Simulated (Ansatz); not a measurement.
System: sum formula SiNH₂F₃ (charge 0, singlet). 
Structure (B3LYP-D3(BJ)/def2-TZVP (Ansatz, a program for electronic structure) minimum search):
SMILES: N[Si](F)(F)F
```xyz
7

N      1.6258    -0.2885     0.2310
Si    -0.0079     0.0008    -0.0023
F     -0.6083    -0.5087    -1.3769
F     -0.8420    -0.7271     1.1250
F     -0.2817     1.5565     0.0339
H      1.9777    -1.1783     0.5416
H      2.3402     0.2992    -0.1644
```

Basis-set convergence of Hartree-Fock and CCSD(T) correlation energies (hartree) with Ansatz. Valence correlation only, unless marked. Spin-orbit coupling is left out. Non-relativistic.

```json
[
 {"basis": "aug-cc-pV(D+d)Z", "functions": "142", "E(HF)": "-643.16746", "E(corr, CCSD(T))": "-0.92359"},
 {"basis": "aug-cc-pV(T+d)Z", "functions": "285", "E(HF)": "-643.29595", "E(corr, CCSD(T))": "-1.14661"},
 {"basis": "aug-cc-pV(Q+d)Z", "functions": "501", "E(HF)": "-643.32665", "E(corr, CCSD(T))": "-1.22476"}
]
```

Extrapolating the two largest sets (X = 3 and 4) as X^-3: E(corr) = (64·(-1.22476) - 27·(-1.14661))/37 = -1.2818 Eh, an estimate of the basis-set limit. The largest set recovers 95.6 % of it, the smallest 72.1 %.
